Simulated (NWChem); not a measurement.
System: Si2H5O2Cl; SMILES O[Si@@H](Cl)O[SiH3]

NWChem input:

```
start job
memory heap 200 mb stack 900 mb global 1100 mb
geometry units angstroms noautoz
  O      1.576985    -1.505385     0.612444
  Si     0.690575    -0.630263    -0.458929
  Cl    -1.216956    -1.443984    -0.652450
  O      0.526150     0.921020     0.013892
  Si    -0.284987     2.364379     0.138567
  H      1.254180    -1.577456     1.522153
  H      1.381969    -0.740447    -1.749042
  H     -0.857389     2.752788    -1.175951
  H      0.685269     3.394262     0.583434
  H     -1.378585     2.249816     1.136723
end
basis spherical
  * library def2-tzvp
end
dft
  xc slater vwn_5
  iterations 150
  semidirect filesize 400000000
  mulliken
end
task dft energy
```

Excerpt of the output:

```
             Northwest Computational Chemistry Package (NWChem) 7.3.0
             --------------------------------------------------------

 C1  symmetry detected

                             Geometry "geometry" -> ""
                             -------------------------

 Output coordinates in angstroms (scale by  1.889725989 to convert to a.u.)

  No.       Tag          Charge          X              Y              Z
 ---- ---------------- ---------- -------------- -------------- --------------
    1 O                    8.0000     1.74020740     1.43424469    -0.41525683
    2 Si                  14.0000     0.53684293     0.68478811     0.41518286
    3 Cl                  17.0000    -1.31030284     1.49846047    -0.09887603
    4 O                    8.0000     0.48448901    -0.91314567     0.09747087
    5 Si                  14.0000    -0.28782898    -2.36836607    -0.10900143
    6 H                    1.0000     1.72209036     1.39467438    -1.38224893
    7 H                    1.0000     0.79035099     0.95389412     1.83570155
    8 H                    1.0000    -1.25558842    -2.60282314     0.99323935
    9 H                    1.0000     0.74277398    -3.43503279    -0.10252203
   10 H                    1.0000    -1.00824522    -2.38324134    -1.40752976

 Effective nuclear repulsion energy (a.u.)     368.3435455212

                                 NWChem DFT Module
                                 -----------------

 Summary of "ao basis" -> "ao basis" (spherical)
 ------------------------------------------------------------------------------
       Tag                 Description            Shells   Functions and Types
 ---------------- ------------------------------  ------  ---------------------
 O                         def2-tzvp                11       31   5s3p2d1f
 Si                        def2-tzvp                13       37   5s5p2d1f
 Cl                        def2-tzvp                13       37   5s5p2d1f
 H                         def2-tzvp                 4        6   3s1p

            General Information
            -------------------
          SCF calculation type: DFT
          Wavefunction type:  closed shell.
          No. of atoms     :    10
          No. of electrons :    66
           Alpha electrons :    33
            Beta electrons :    33
          Charge           :     0
          Spin multiplicity:     1
          Use of symmetry is: off; symmetry adaption is: off
          Maximum number of iterations: 150
          AO basis - number of functions:   203
                     number of shells:    81
          Convergence on energy requested:  1.00D-06
          Convergence on density requested:  1.00D-05
          Convergence on gradient requested:  5.00D-04

              XC Information
              --------------
                        Slater Exchange Functional  1.000 local
                      VWN V Correlation Functional  1.000 local

             Grid Information
             ----------------
          Grid used for XC integration:  medium
          Radial quadrature: Mura-Knowles
          Angular quadrature: Lebedev.
          Tag              B.-S. Rad. Rad. Pts. Rad. Cut. Ang. Pts.
          ---              ---------- --------- --------- ---------
          O                   0.60       49          13.0       434
          Si                  1.10       88          12.0       590
          Cl                  1.00       88          13.0       590
          H                   0.35       45          13.0       434
          Grid pruning is: on
          Number of quadrature shells:   587
          Spatial weights used:  Erf1

      Superposition of Atomic Density Guess
      -------------------------------------

 Sum of atomic energies:       -1189.21617010

      Non-variational initial energy
      ------------------------------

 Total energy =   -1190.728592
 1-e energy   =   -2378.571565
 2-e energy   =     819.499427
 HOMO         =      -0.399270
 LUMO         =       0.014480

------------------------------------------------------------
EAF file 0: "./job.aoints.0" size=630194176 bytes
------------------------------------------------------------
               write      read    awrite     aread      wait
               -----      ----    ------     -----      ----
     calls:     1202         0         0         0         0
   data(b): 6.30e+08  0.00e+00  0.00e+00  0.00e+00
   time(s): 0.00e+00  0.00e+00  0.00e+00  0.00e+00  0.00e+00
rate(mb/s): 0.00e+00  0.00e+00
------------------------------------------------------------

     ---------------------------------------------
      Total Density - Mulliken Population Analysis
     ---------------------------------------------

    Atom       Charge   Shell Charges
 -----------   ------   -------------------------------------------------------
    1 O    8     8.83   0.79  1.18  0.59  0.95  0.24  2.02  2.20  0.85  0.00  0.01  0.00
    2 Si  14    12.85   2.00  0.59  1.39  0.76  0.29  4.10  1.74  0.45  0.83  0.20  0.21  0.22  0.08
    3 Cl  17    17.40   2.01  0.45  1.52  1.11  0.84  4.19  1.69  1.11  2.96  1.52  0.00  0.01  0.00
    4 O    8     8.72   0.79  1.18  0.58  0.96  0.22  2.05  2.27  0.66  0.00  0.01  0.00
    5 Si  14    13.46   2.00  0.59  1.39  0.85  0.44  4.11  1.73  0.49  1.17  0.40  0.13  0.13  0.04
    6 H    1     0.54   0.19  0.25  0.06  0.04
    7 H    1     1.03   0.23  0.53  0.27  0.01
    8 H    1     1.05   0.23  0.55  0.27  0.01
    9 H    1     1.05   0.23  0.55  0.27  0.01
   10 H    1     1.05   0.23  0.55  0.27  0.01

   convergence    iter        energy       DeltaE   RMS-Dens  Diis-err
 ---------------- ----- ----------------- --------- --------- ---------
 d= 0,ls=0.0,diis     1  -1187.8873837497 -1.56D+03  6.74D-03  3.83D+00
 d= 0,ls=0.0,diis     2  -1187.6322975173  2.55D-01  5.77D-03  4.45D+00
 d= 0,ls=0.0,diis     3  -1187.9229222754 -2.91D-01  2.04D-03  1.47D+00
 d= 0,ls=0.0,diis     4  -1188.0394134493 -1.16D-01  8.68D-04  5.04D-02
 d= 0,ls=0.0,diis     5  -1188.0446147320 -5.20D-03  2.73D-04  1.25D-02
  Resetting Diis
 d= 0,ls=0.0,diis     6  -1188.0458891438 -1.27D-03  8.77D-05  1.57D-03
 d= 0,ls=0.0,diis     7  -1188.0460137962 -1.25D-04  7.65D-05  1.27D-04
 d= 0,ls=0.0,diis     8  -1188.0459687431  4.51D-05  4.87D-05  6.15D-04
 d= 0,ls=0.0,diis     9  -1188.0460269041 -5.82D-05  6.47D-06  4.19D-06
 d= 0,ls=0.0,diis    10  -1188.0460273361 -4.32D-07  2.03D-06  5.16D-07

         Total DFT energy =    -1188.046027336065
      One electron energy =    -2382.525412230834
           Coulomb energy =      910.400149571181
    Exchange-Corr. energy =      -84.264310197645
 Nuclear repulsion energy =      368.343545521233

 Numeric. integr. density =       66.000007658648

                       DFT Final Molecular Orbital Analysis
                       ------------------------------------

 Vector   31  Occ=2.000000D+00  E=-2.923651D-01
              MO Center= -7.2D-01,  9.9D-01, -6.5D-02, r^2= 3.9D+00
   Bfn.  Coefficient  Atom+Function         Bfn.  Coefficient  Atom+Function
  ----- ------------  ---------------      ----- ------------  ---------------
    85      0.426480   3 Cl pz               88      0.289110   3 Cl pz
    82      0.211276   3 Cl pz               76     -0.172816   3 Cl pz
    83     -0.153881   3 Cl px                6     -0.140708   1 O  px
     9     -0.112457   1 O  px               86     -0.101654   3 Cl px
    12     -0.083020   1 O  px               80     -0.077480   3 Cl px

 Vector   32  Occ=2.000000D+00  E=-2.865301D-01
              MO Center= -1.9D-01, -1.2D+00, -4.8D-02, r^2= 4.6D+00
   Bfn.  Coefficient  Atom+Function         Bfn.  Coefficient  Atom+Function
  ----- ------------  ---------------      ----- ------------  ---------------
   113      0.274165   4 O  pz              116      0.226517   4 O  pz
   199      0.184647  10 H  s               153     -0.165345   5 Si pz
   119      0.152463   4 O  pz              200      0.150700  10 H  s
    85      0.131768   3 Cl pz              187     -0.119354   8 H  s
   198      0.115965  10 H  s               182     -0.111614   7 H  s

 Vector   33  Occ=2.000000D+00  E=-2.816086D-01
              MO Center= -2.3D-01,  2.2D-01, -4.6D-02, r^2= 5.4D+00
   Bfn.  Coefficient  Atom+Function         Bfn.  Coefficient  Atom+Function
  ----- ------------  ---------------      ----- ------------  ---------------
    84      0.331271   3 Cl py               87      0.226777   3 Cl py
   111     -0.219549   4 O  px              114     -0.179902   4 O  px
     7     -0.169133   1 O  py               81      0.165525   3 Cl py
    83      0.147446   3 Cl px               10     -0.136241   1 O  py
    75     -0.134430   3 Cl py              117     -0.131093   4 O  px

 Vector   34  Occ=0.000000D+00  E=-4.396512D-02
              MO Center= -1.6D-01, -1.9D+00, -1.7D-01, r^2= 5.7D+00
   Bfn.  Coefficient  Atom+Function         Bfn.  Coefficient  Atom+Function
  ----- ------------  ---------------      ----- ------------  ---------------
   155      0.780150   5 Si py              110     -0.510931   4 O  s
   154      0.400271   5 Si px              152      0.266872   5 Si py
   176      0.244934   6 H  s               188      0.182050   8 H  s
   200      0.177496  10 H  s                 5     -0.170147   1 O  s
   194      0.165745   9 H  s                36      0.161313   2 Si s

 Vector   35  Occ=0.000000D+00  E=-1.530882D-02
              MO Center=  9.5D-01,  9.1D-01, -4.9D-01, r^2= 5.7D+00
   Bfn.  Coefficient  Atom+Function         Bfn.  Coefficient  Atom+Function
  ----- ------------  ---------------      ----- ------------  ---------------
     5      0.843247   1 O  s               176     -0.752267   6 H  s
    51      0.392075   2 Si pz               50     -0.368039   2 Si py
    49     -0.360905   2 Si px              141     -0.339866   5 Si s
    36     -0.238137   2 Si s               188      0.230776   8 H  s
   175     -0.197486   6 H  s                14     -0.184696   1 O  pz

 Vector   36  Occ=0.000000D+00  E= 4.947506D-04
              MO Center= -6.9D-02,  5.6D-01,  4.3D-01, r^2= 5.4D+00
   Bfn.  Coefficient  Atom+Function         Bfn.  Coefficient  Atom+Function
  ----- ------------  ---------------      ----- ------------  ---------------
    36      0.912560   2 Si s                49     -0.632957   2 Si px
    73     -0.532861   3 Cl s               182     -0.458929   7 H  s
    86     -0.410908   3 Cl px               35      0.392509   2 Si s
    46     -0.387847   2 Si px              188      0.389782   8 H  s
   155     -0.359438   5 Si py              194     -0.345705   9 H  s

------------------------------------------------------------
EAF file 0: "./job.aoints.0" size=1038614528 bytes
------------------------------------------------------------
               write      read    awrite     aread      wait
               -----      ----    ------     -----      ----
     calls:     1981         9         0     17820     17820
   data(b): 1.04e+09  4.72e+06  0.00e+00  9.34e+09
   time(s): 0.00e+00  0.00e+00  0.00e+00  0.00e+00  0.00e+00
rate(mb/s): 0.00e+00  0.00e+00
------------------------------------------------------------

     ---------------------------------------------
      Total Density - Mulliken Population Analysis
     ---------------------------------------------

    Atom       Charge   Shell Charges
 -----------   ------   -------------------------------------------------------
    1 O    8     8.45   0.78  1.19  0.58  0.90  0.29  1.93  1.86  0.91  0.00  0.01  0.00
    2 Si  14    13.60   2.01  0.56  1.40  0.89  0.24  4.12  1.67  0.64  1.06  0.23  0.32  0.36  0.11
    3 Cl  17    17.20   2.01  0.42  1.53  1.16  0.78  4.18  1.67  1.17  2.74  1.51  0.01  0.02  0.00
    4 O    8     8.23   0.78  1.19  0.57  0.89  0.24  1.95  1.92  0.68  0.00  0.01  0.00
    5 Si  14    13.84   2.01  0.56  1.40  0.94  0.40  4.12  1.67  0.65  1.32  0.34  0.18  0.19  0.05
    6 H    1     0.67   0.24  0.33  0.04  0.05
    7 H    1     1.00   0.24  0.51  0.25  0.01
    8 H    1     1.00   0.24  0.52  0.24  0.01
    9 H    1     1.00   0.24  0.52  0.24  0.01
   10 H    1     1.00   0.24  0.52  0.24  0.01

     -------------------------------------------
      Total Density - Lowdin Population Analysis
     -------------------------------------------

    Atom       Charge   Shell Charges
 -----------   ------   -------------------------------------------------------
    1 O    8     8.08   0.86  1.09  0.53  0.58  0.32  1.77  1.87  1.03  0.00  0.03  0.00
    2 Si  14    14.37   2.00  0.82  1.09  0.48  0.29  3.84  1.87  0.70  1.01  0.53  0.35  0.99  0.40
    3 Cl  17    16.78   1.98  0.84  1.14  0.91  0.76  3.92  1.90  1.27  2.44  1.58  0.01  0.04  0.00
    4 O    8     7.96   0.86  1.09  0.51  0.55  0.29  1.79  1.85  0.98  0.00  0.03  0.00
    5 Si  14    13.90   2.00  0.83  1.10  0.55  0.34  3.84  1.87  0.73  1.18  0.63  0.19  0.48  0.16
    6 H    1     0.81   0.24  0.31  0.11  0.16
    7 H    1     1.02   0.24  0.46  0.29  0.02
    8 H    1     1.03   0.24  0.47  0.30  0.02
    9 H    1     1.03   0.24  0.47  0.30  0.02
   10 H    1     1.03   0.24  0.47  0.30  0.02

     Multipole analysis of the density
     ---------------------------------

     L   x y z        total         alpha         beta         nuclear
     -   - - -        -----         -----         ----         -------
     0   0 0 0      0.000000    -33.000000    -33.000000     66.000000

     1   1 0 0      0.144129      0.072064      0.072064     -0.000000
     1   0 1 0     -0.445195     -0.222598     -0.222598     -0.000000
     1   0 0 1     -0.358573     -0.179287     -0.179287      0.000000

     2   2 0 0    -40.483899   -140.267683   -140.267683    240.051468
     2   1 1 0      0.750295     -6.793508     -6.793508     14.337311
     2   1 0 1     -1.611247      0.042071      0.042071     -1.695388
     2   0 2 0    -38.907916   -329.245523   -329.245523    619.583130
     2   0 1 1     -1.071525     -1.506763     -1.506763      1.942002
     2   0 0 2    -35.804122    -40.149634    -40.149634     44.495146
```

Level: LDA (Slater exchange, VWN5)/def2-TZVP. The geometry was optimised at B3LYP/6-31G* (spherical d).
